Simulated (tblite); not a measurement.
Record of a relaxation.

Compound: CH₉Ge₂OP.
Numbering: `[PH2:1][GeH2:2][CH2:3][O:4][GeH3:5]` (hydrogens: H6, H7 on P1; H8, H9 on Ge2; H10, H11 on C3; H12, H13, H14 on Ge5)

Computed with GFN2-xTB (tblite), gas phase: L-BFGS steps from a force-field or distance-geometry start until the largest atomic force falls under 0.01 eV/Å. 13 of its 100 geometries are shown.

Step 0: E = -466.7888 eV, largest atomic force 1.035 eV/Å
```
atom  x, y, z in Å  |  force x, y, z in eV/Å
P1     -2.697    1.348    0.291    0.465   0.925   0.020
Ge2    -1.829   -0.730   -0.021   -0.671  -0.194   0.578
C3      0.084   -0.585   -0.393   -0.179  -0.460  -0.828
O4      0.708    0.037    0.689    0.945   0.149   0.123
Ge5     2.457    0.175    0.308    0.734   0.271   0.308
H6     -2.055    1.901   -0.884   -0.250  -0.384   0.754
H7     -1.656    1.769    1.203   -0.539  -0.354  -0.702
H8     -2.018   -1.570    1.280    0.001   0.198  -0.598
H9     -2.530   -1.430   -1.201    0.154   0.013   0.326
H10     0.178    0.033   -1.313    0.218  -0.493   0.152
H11     0.467   -1.609   -0.566    0.166   0.477  -0.198
H12     2.634    1.052   -0.962   -0.198  -0.354   0.402
H13     3.193    0.841    1.500   -0.470  -0.252  -0.394
H14     3.063   -1.231    0.045   -0.376   0.457   0.058
```

Step 8: E = -467.0683 eV, largest atomic force 0.121 eV/Å
```
atom  x, y, z in Å  |  force x, y, z in eV/Å
P1     -2.740    1.418    0.312    0.042  -0.085   0.004
Ge2    -1.850   -0.678    0.024   -0.039  -0.066   0.014
C3      0.091   -0.600   -0.420   -0.054  -0.015  -0.035
O4      0.791    0.025    0.648    0.021  -0.017  -0.103
Ge5     2.517    0.191    0.321    0.042  -0.009  -0.039
H6     -2.056    1.868   -0.812   -0.045   0.052  -0.046
H7     -1.674    1.743    1.134    0.016   0.075   0.093
H8     -2.044   -1.573    1.224   -0.001   0.034   0.003
H9     -2.511   -1.430   -1.121   -0.007   0.026   0.040
H10     0.207   -0.028   -1.349    0.053  -0.001  -0.035
H11     0.489   -1.600   -0.614   -0.021  -0.027   0.013
H12     2.622    1.022   -0.933    0.053  -0.016   0.048
H13     3.124    0.839    1.518   -0.097  -0.003   0.024
H14     3.033   -1.197    0.047    0.036   0.052   0.019
```

Step 16: E = -467.0957 eV, largest atomic force 0.183 eV/Å
```
atom  x, y, z in Å  |  force x, y, z in eV/Å
P1     -2.730    1.411    0.349   -0.060   0.016  -0.005
Ge2    -1.827   -0.673    0.034   -0.131  -0.074   0.013
C3      0.102   -0.628   -0.479   -0.103  -0.045   0.037
O4      0.819    0.010    0.563   -0.134  -0.030   0.042
Ge5     2.540    0.193    0.316    0.073   0.001  -0.043
H6     -2.109    1.898   -0.801    0.003   0.005   0.078
H7     -1.682    1.801    1.174    0.027  -0.014  -0.056
H8     -2.052   -1.561    1.247    0.121   0.106  -0.088
H9     -2.546   -1.425   -1.077   -0.001   0.057   0.022
H10     0.231   -0.085   -1.421   -0.058  -0.004  -0.066
H11     0.463   -1.645   -0.642    0.080  -0.081  -0.011
H12     2.707    1.032   -0.919    0.072   0.048  -0.015
H13     2.983    0.843    1.572    0.041   0.036   0.060
H14     3.103   -1.174    0.063    0.071  -0.021   0.031
```

Step 25: E = -467.1196 eV, largest atomic force 0.106 eV/Å
```
atom  x, y, z in Å  |  force x, y, z in eV/Å
P1     -2.743    1.414    0.392   -0.040   0.024  -0.005
Ge2    -1.831   -0.657    0.022   -0.066  -0.079   0.025
C3      0.084   -0.685   -0.541    0.021   0.025  -0.013
O4      0.824   -0.022    0.469   -0.041   0.046   0.070
Ge5     2.554    0.201    0.321    0.086   0.009  -0.024
H6     -2.166    1.938   -0.758   -0.003   0.018  -0.038
H7     -1.677    1.826    1.177    0.055  -0.034   0.029
H8     -1.980   -1.513    1.257    0.023   0.006  -0.008
H9     -2.618   -1.399   -1.043   -0.009   0.014   0.018
H10     0.195   -0.173   -1.501    0.020  -0.011  -0.080
H11     0.444   -1.709   -0.670   -0.037  -0.032  -0.034
H12     2.836    1.063   -0.883   -0.015   0.011   0.029
H13     2.867    0.852    1.620    0.015   0.008  -0.006
H14     3.210   -1.137    0.116   -0.010  -0.004   0.037
```

Step 33: E = -467.1236 eV, largest atomic force 0.031 eV/Å
```
atom  x, y, z in Å  |  force x, y, z in eV/Å
P1     -2.741    1.419    0.398   -0.004  -0.006   0.015
Ge2    -1.837   -0.656    0.021   -0.007  -0.014  -0.013
C3      0.079   -0.686   -0.558    0.011  -0.002  -0.017
O4      0.823   -0.020    0.449   -0.018   0.013   0.012
Ge5     2.559    0.203    0.326    0.001   0.003  -0.005
H6     -2.179    1.948   -0.759    0.011  -0.006   0.007
H7     -1.660    1.804    1.177    0.030   0.008  -0.004
H8     -1.956   -1.510    1.261    0.003   0.012  -0.014
H9     -2.642   -1.396   -1.031   -0.001  -0.014   0.011
H10     0.196   -0.192   -1.529   -0.001   0.021  -0.006
H11     0.421   -1.717   -0.679    0.004  -0.009   0.007
H12     2.852    1.076   -0.867    0.000  -0.012   0.004
H13     2.864    0.860    1.625   -0.016  -0.002  -0.007
H14     3.223   -1.134    0.144   -0.014   0.007   0.008
```

Step 41: E = -467.1258 eV, largest atomic force 0.069 eV/Å
```
atom  x, y, z in Å  |  force x, y, z in eV/Å
P1     -2.718    1.417    0.421    0.003   0.050  -0.018
Ge2    -1.842   -0.658    0.004    0.044  -0.037   0.038
C3      0.075   -0.680   -0.578   -0.014  -0.005   0.014
O4      0.804   -0.005    0.437    0.000  -0.016  -0.045
Ge5     2.545    0.208    0.331   -0.020  -0.003   0.008
H6     -2.179    1.945   -0.748   -0.017   0.006   0.005
H7     -1.608    1.789    1.167    0.014  -0.019  -0.001
H8     -1.935   -1.501    1.253    0.011  -0.007   0.007
H9     -2.664   -1.421   -1.015    0.000   0.013  -0.024
H10     0.203   -0.191   -1.549   -0.016   0.020   0.004
H11     0.418   -1.712   -0.687    0.029  -0.006   0.004
H12     2.858    1.070   -0.863   -0.005  -0.012  -0.005
H13     2.838    0.871    1.629   -0.013   0.018   0.017
H14     3.205   -1.133    0.174   -0.017  -0.004  -0.004
```

Step 50: E = -467.1292 eV, largest atomic force 0.057 eV/Å
```
atom  x, y, z in Å  |  force x, y, z in eV/Å
P1     -2.671    1.420    0.450   -0.009   0.017  -0.004
Ge2    -1.840   -0.669    0.000    0.031  -0.044   0.019
C3      0.068   -0.679   -0.604   -0.012   0.008   0.013
O4      0.776    0.017    0.413    0.002  -0.006  -0.018
Ge5     2.518    0.217    0.346   -0.012  -0.004  -0.011
H6     -2.183    1.953   -0.740    0.001  -0.020   0.012
H7     -1.519    1.755    1.145    0.009   0.011  -0.004
H8     -1.895   -1.506    1.256   -0.009   0.001  -0.017
H9     -2.683   -1.435   -1.003   -0.002   0.017  -0.006
H10     0.187   -0.185   -1.574   -0.003  -0.001   0.006
H11     0.440   -1.702   -0.709   -0.006   0.014  -0.003
H12     2.862    1.048   -0.860    0.008   0.008   0.002
H13     2.780    0.901    1.640    0.000   0.004  -0.007
H14     3.160   -1.136    0.217    0.002  -0.005   0.018
```

Step 58: E = -467.1307 eV, largest atomic force 0.051 eV/Å
```
atom  x, y, z in Å  |  force x, y, z in eV/Å
P1     -2.646    1.419    0.474    0.036  -0.021  -0.023
Ge2    -1.838   -0.680    0.009   -0.010   0.050   0.007
C3      0.061   -0.679   -0.618   -0.008   0.013   0.012
O4      0.769    0.029    0.389   -0.010   0.005   0.004
Ge5     2.511    0.221    0.347    0.009   0.003   0.026
H6     -2.184    1.929   -0.737   -0.012  -0.006   0.027
H7     -1.471    1.757    1.133   -0.010  -0.002  -0.014
H8     -1.888   -1.530    1.253   -0.009  -0.027   0.012
H9     -2.695   -1.417   -1.000   -0.016  -0.011  -0.011
H10     0.161   -0.183   -1.589    0.005   0.008  -0.017
H11     0.445   -1.696   -0.728   -0.001  -0.007   0.002
H12     2.882    1.045   -0.856    0.015  -0.019  -0.009
H13     2.747    0.924    1.637    0.003   0.000  -0.007
H14     3.145   -1.140    0.263    0.009   0.017  -0.009
```

Step 66: E = -467.1316 eV, largest atomic force 0.015 eV/Å
```
atom  x, y, z in Å  |  force x, y, z in eV/Å
P1     -2.626    1.417    0.492    0.002  -0.003  -0.002
Ge2    -1.842   -0.685    0.014    0.000   0.010  -0.002
C3      0.054   -0.673   -0.626    0.001  -0.001   0.007
O4      0.762    0.042    0.377    0.004   0.006   0.001
Ge5     2.506    0.226    0.354    0.009  -0.003  -0.002
H6     -2.187    1.912   -0.733   -0.013   0.006   0.004
H7     -1.435    1.754    1.118    0.001  -0.008   0.000
H8     -1.888   -1.556    1.246   -0.004   0.000  -0.005
H9     -2.709   -1.408   -1.000   -0.002  -0.002  -0.004
H10     0.145   -0.178   -1.598    0.002   0.002   0.007
H11     0.444   -1.687   -0.736    0.004  -0.002   0.004
H12     2.903    1.026   -0.857    0.001   0.002  -0.008
H13     2.732    0.945    1.637   -0.006  -0.002  -0.009
H14     3.140   -1.135    0.289    0.001  -0.005   0.008
```

Step 74: E = -467.1320 eV, largest atomic force 0.016 eV/Å
```
atom  x, y, z in Å  |  force x, y, z in eV/Å
P1     -2.620    1.415    0.504   -0.008  -0.011   0.005
Ge2    -1.844   -0.687    0.013    0.003   0.009   0.002
C3      0.053   -0.669   -0.625   -0.003  -0.005  -0.008
O4      0.765    0.050    0.371   -0.007   0.003   0.008
Ge5     2.509    0.227    0.353    0.006  -0.004   0.005
H6     -2.203    1.913   -0.727   -0.007   0.001   0.003
H7     -1.417    1.745    1.110    0.006   0.007   0.005
H8     -1.893   -1.568    1.237   -0.003   0.005   0.004
H9     -2.715   -1.403   -1.002    0.010   0.000  -0.012
H10     0.140   -0.175   -1.599    0.004  -0.007  -0.006
H11     0.446   -1.683   -0.734   -0.001  -0.004  -0.004
H12     2.917    1.014   -0.864   -0.002  -0.002  -0.002
H13     2.721    0.957    1.631    0.009   0.008  -0.003
H14     3.142   -1.136    0.309   -0.006   0.000   0.003
```

Step 82: E = -467.1331 eV, largest atomic force 0.025 eV/Å
```
atom  x, y, z in Å  |  force x, y, z in eV/Å
P1     -2.619    1.403    0.545    0.009   0.007   0.009
Ge2    -1.845   -0.686    0.006   -0.007  -0.002  -0.019
C3      0.056   -0.665   -0.621    0.010   0.003  -0.002
O4      0.769    0.066    0.366    0.006  -0.004   0.002
Ge5     2.516    0.226    0.353   -0.011   0.003  -0.006
H6     -2.267    1.917   -0.699    0.001   0.006   0.001
H7     -1.390    1.736    1.098   -0.018   0.009  -0.005
H8     -1.924   -1.583    1.217    0.015  -0.019  -0.005
H9     -2.695   -1.383   -1.041    0.001   0.010   0.014
H10     0.140   -0.179   -1.599    0.002  -0.007  -0.003
H11     0.450   -1.679   -0.724    0.003   0.001   0.009
H12     2.941    0.967   -0.887   -0.006  -0.003  -0.002
H13     2.731    1.000    1.605    0.002  -0.002   0.000
H14     3.136   -1.143    0.358   -0.006  -0.002   0.007
```

Step 91: E = -467.1342 eV, largest atomic force 0.020 eV/Å
```
atom  x, y, z in Å  |  force x, y, z in eV/Å
P1     -2.604    1.391    0.604   -0.006  -0.003   0.005
Ge2    -1.841   -0.685   -0.005   -0.006   0.001  -0.016
C3      0.060   -0.661   -0.628    0.007   0.004  -0.003
O4      0.766    0.092    0.348    0.004   0.003   0.003
Ge5     2.515    0.229    0.355   -0.008   0.000   0.003
H6     -2.344    1.927   -0.654    0.002  -0.012  -0.006
H7     -1.349    1.744    1.077   -0.004  -0.007   0.004
H8     -1.920   -1.628    1.172    0.004   0.003   0.007
H9     -2.694   -1.350   -1.069   -0.002   0.018   0.008
H10     0.147   -0.194   -1.615    0.006  -0.002  -0.002
H11     0.459   -1.676   -0.709    0.005   0.003   0.005
H12     2.966    0.902   -0.913    0.000  -0.004   0.001
H13     2.727    1.056    1.573   -0.006   0.005  -0.005
H14     3.111   -1.147    0.442    0.002  -0.009  -0.006
```

Step 99: E = -467.1345 eV, largest atomic force 0.007 eV/Å
```
atom  x, y, z in Å  |  force x, y, z in eV/Å
P1     -2.608    1.387    0.611   -0.001  -0.001  -0.003
Ge2    -1.839   -0.682   -0.008   -0.002  -0.002  -0.004
C3      0.065   -0.659   -0.626    0.002   0.000  -0.001
O4      0.766    0.098    0.349    0.003   0.000  -0.001
Ge5     2.515    0.226    0.355   -0.001   0.007  -0.002
H6     -2.356    1.921   -0.649    0.002   0.000   0.002
H7     -1.354    1.746    1.081   -0.002  -0.001   0.003
H8     -1.917   -1.633    1.163    0.000   0.000   0.003
H9     -2.696   -1.334   -1.076    0.000   0.001   0.001
H10     0.157   -0.198   -1.615   -0.001   0.000   0.000
H11     0.464   -1.674   -0.699   -0.001   0.000   0.000
H12     2.966    0.887   -0.919    0.003  -0.002  -0.003
H13     2.730    1.066    1.564    0.001  -0.002   0.002
H14     3.107   -1.152    0.448   -0.004   0.000   0.003
```

**Question.** Summarise the path.

**Answer.** The energy falls by 33.35 kJ/mol from step 0 to step 99; nine tenths of that is first reached at step 18. It never rises by more than 0.2 meV. The largest force goes from 1.035 to 0.007 eV/Å. Among the bonds Ge5–H13 changes most, from 1.551 to 1.487 Å; the atoms move by 0.315 Å rms after alignment.

The cost below is that of the whole relaxation. Hardware: an Intel Xeon at 2.50 GHz with one thread (shared host). Cost: 1.8 s of wall time.
